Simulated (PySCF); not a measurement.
Correlation energy of Au²⁺ (gold, charge +2)

[Xe] 4f14 5d8 6s1, high-spin 4F determinant (an excited configuration). Calculation: PySCF 2.14, in aug-cc-pwCVDZ-PP with ECP60MDF; a scalar-relativistic core potential. Frozen: 5s2 5p6; 9 electrons correlated.

```json
{"level": "CCSD", "correlation energy (mhartree)": "-214.77"}
{"level": "(T)", "correlation energy (mhartree)": "-3.44"}
{"level": "CCSD(T)", "correlation energy (mhartree)": "-218.21"}
```

Diagnostics: T1 = 0.0051, D1 = 0.0181, largest double amplitude 0.016.

Spin-orbit coupling, absent here, splits the open shell strongly.

Cost of the coupled-cluster step: of the order of 12 core-seconds, for 9 correlated electrons.
